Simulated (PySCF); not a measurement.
CH3Cl2Sn (SMILES [CH3][Sn]([Cl])[Cl]), doublet, at a GFN2-xTB geometry (such geometries of metal compounds can be far from the true shape) (the spin is typed, not shown lowest) (core potentials on Sn); DF-BLYP/def2-TZVPP run with PySCF.

Input for PySCF:
```python
from pyscf import gto, scf, dft

mol = gto.M(
    atom='''
Sn   -0.25987517    0.10089511    0.41959888
C    -1.92570834   -1.45600401   -0.35249903
H    -1.41774794   -1.94074201   -1.17614683
H    -2.78104771   -0.87777075   -0.67520745
H    -2.16104505   -2.14229292    0.44986603
Cl    0.01934069    1.63428595   -1.40025402
Cl    1.79876807   -1.12534039    0.37299158
''',
    basis='def2-tzvpp',
    ecp={'Sn': 'def2-tzvpp'},
    spin=1,
    verbose=4,
)

mf = dft.UKS(mol)
mf.xc = 'blyp'
mf = mf.density_fit(auxbasis='def2-universal-jkfit')
mf.kernel()
```

What the program printed (banner, timings and long lists left out):

```
PySCF version 2.14.0

[INPUT] verbose = 4
[INPUT] num. atoms = 7
[INPUT] num. electrons = 65
[INPUT] charge = 0
[INPUT] spin (= nelec alpha-beta = 2S) = 1
[INPUT] symmetry False subgroup None
[INPUT] Mole.unit = angstrom
[INPUT] Symbol           X                Y                Z      unit          X                Y                Z       unit  Magmom
[INPUT]  1 Sn    -0.259875170000   0.100895110000   0.419598880000 AA   -0.491092897875   0.190664125208   0.792926965374 Bohr   0.0
[INPUT]  2 C     -1.925708340000  -1.456004010000  -0.352499030000 AA   -3.639061358391  -2.751448815168  -0.666126625875 Bohr   0.0
[INPUT]  3 H     -1.417747940000  -1.940742010000  -1.176146830000 AA   -2.679155320266  -3.667470877338  -2.222595390975 Bohr   0.0
[INPUT]  4 H     -2.781047710000  -0.877770750000  -0.675207450000 AA   -5.255418511249  -1.658746317654  -1.275957157766 Bohr   0.0
[INPUT]  5 H     -2.161045050000  -2.142292920000   0.449866030000 AA   -4.083783287347  -4.048346897395   0.850123589445 Bohr   0.0
[INPUT]  6 Cl     0.019340690000   1.634285950000  -1.400254020000 AA    0.036548607160   3.088352854725  -2.646096602621 Bohr   0.0
[INPUT]  7 Cl     1.798768070000  -1.125340390000   0.372991580000 AA    3.399179013912  -2.126585134011   0.704851932969 Bohr   0.0

nuclear repulsion = 298.439041993604
number of shells = 73
number of NR pGTOs = 311
number of NR cGTOs = 207
basis = def2-tzvpp
ecp = {'Sn': 'def2-tzvpp'}

******** <class 'pyscf.df.df_jk.DFUKS'> ********
method = DFUKS
initial guess = minao
damping factor = 0
level_shift factor = 0
DIIS = <class 'pyscf.scf.diis.CDIIS'>
diis_start_cycle = 1
diis_space = 8
diis_damp = 0
SCF conv_tol = 1e-09
SCF conv_tol_grad = None
SCF max_cycles = 50
direct_scf = False
number electrons alpha = 33  beta = 32
XC library pyscf.dft.libxc version 7.1.2
    S. Lehtola, C. Steigemann, M. J. T. Oliveira, and M. A. L. Marques,  SoftwareX 7, 1–5 (2018)
XC functionals = blyp
    A. D. Becke,  Phys. Rev. A 38, 3098 (1988)
    C. Lee, W. Yang, and R. G. Parr,  Phys. Rev. B 37, 785 (1988)
    B. Miehlich, A. Savin, H. Stoll, and H. Preuss,  Chem. Phys. Lett. 157, 200 (1989)
radial grids:
    Treutler-Ahlrichs [JCP 102, 346 (1995); DOI:10.1063/1.469408] (M4) radial grids

becke partition: Becke, JCP 88, 2547 (1988); DOI:10.1063/1.454033
pruning grids: <function nwchem_prune>
grids dens level: 3
symmetrized grids: False
atomic radii adjust function: <function treutler_atomic_radii_adjust>
small_rho_cutoff = 0
Set gradient conv threshold to 3.16228e-05
tot grids = 103264
init E= -1138.0038611565

cycle= 1 E= -1172.16659086889  delta_E= -34.2  |g|=  2.4  |ddm|= 21.6
cycle= 2 E= -1119.65524162267  delta_E= 52.5  |g|= 6.15  |ddm|=   54
cycle= 3 E= -1172.91547913423  delta_E= -53.3  |g|= 1.64  |ddm|= 53.8
cycle= 4 E= -1171.05946499947  delta_E= 1.86  |g|= 2.48  |ddm|= 3.57
cycle= 5 E= -1174.52360834354  delta_E= -3.46  |g|= 0.512  |ddm|=  3.3
cycle= 6 E= -1174.40622366961  delta_E= 0.117  |g|= 0.619  |ddm|= 1.21
cycle= 7 E= -1174.64396039966  delta_E= -0.238  |g|= 0.133  |ddm|= 0.707
cycle= 8 E= -1174.65069071197  delta_E= -0.00673  |g|= 0.0837  |ddm|= 0.23
cycle= 9 E= -1174.65338204551  delta_E= -0.00269  |g|= 0.0455  |ddm|= 0.131
cycle= 10 E= -1174.65450910575  delta_E= -0.00113  |g|= 0.0125  |ddm|= 0.0619
cycle= 11 E= -1174.65458229462  delta_E= -7.32e-05  |g|= 0.00304  |ddm|= 0.0148
cycle= 12 E= -1174.6545858873  delta_E= -3.59e-06  |g|= 0.000966  |ddm|= 0.00317
cycle= 13 E= -1174.65458627845  delta_E= -3.91e-07  |g|= 0.000472  |ddm|= 0.00147
cycle= 14 E= -1174.65458639514  delta_E= -1.17e-07  |g|= 0.000134  |ddm|= 0.000617
cycle= 15 E= -1174.6545864054  delta_E= -1.03e-08  |g|= 4.31e-05  |ddm|= 0.000178
cycle= 16 E= -1174.65458640654  delta_E= -1.14e-09  |g|= 2.39e-05  |ddm|= 7.45e-05
cycle= 17 E= -1174.65458640677  delta_E= -2.26e-10  |g|= 1.06e-05  |ddm|= 3.49e-05
Extra cycle  E= -1174.65458640645  delta_E= 3.2e-10  |g|= 2.5e-05  |ddm|= 4.16e-05
converged SCF energy = -1174.65458640645  <S^2> = 0.75380427  2S+1 = 2.0038007
```
